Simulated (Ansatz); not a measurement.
Program: Ansatz. Geometries: PBE0-D4/def2-TZVP. ΔE: electronic, gas phase. CCSD(T)/CBS is the MP2 limit (def2-TZVPP, def2-QZVPP) plus CCSD(T) − MP2 in def2-TZVPP, frozen cores. DFT in def2-TZVPP. B3LYP here is the variant with VWN-RPA as its local correlation; programs differ in this. Elements past krypton have def2 core potentials. For In outer-core shells are correlated without core-valence functions, which leaves a few kJ/mol of doubt a bond. One conformer a species, not always the lowest.

Consider the substitution at a C–C bond: `CCCC(C)(C)C` + `[CH3][In]([OH])[Cl]` → `CC[O][In]([CH3])[Cl]` + `CC(C)(C)C`.

```tsv
level	ΔE (kJ/mol)
ωB97M-V	31.2
PBE0	28.6
B3LYP	21.1
SCS-MP2/def2-TZVPP	32.2
```

Question: What does CCSD(T)/CBS give? (Best estimate.)

Answer: Computed: +33.3 kJ/mol. The listed levels differ from it by -2.1, -4.7, -12.2, -1.1 kJ/mol.

Largest T1 diagnostic among the species: 0.014.

From PBE to PBE0 (25 % exact exchange), in def2-TZVPP and without D4, ΔE moves by +3.8 kJ/mol. In def2-TZVPP, CCSD(T) changes the Hartree–Fock value by +11.8 kJ/mol (the triples alone add +0.3 kJ/mol) and MP2 by +17.4 kJ/mol.
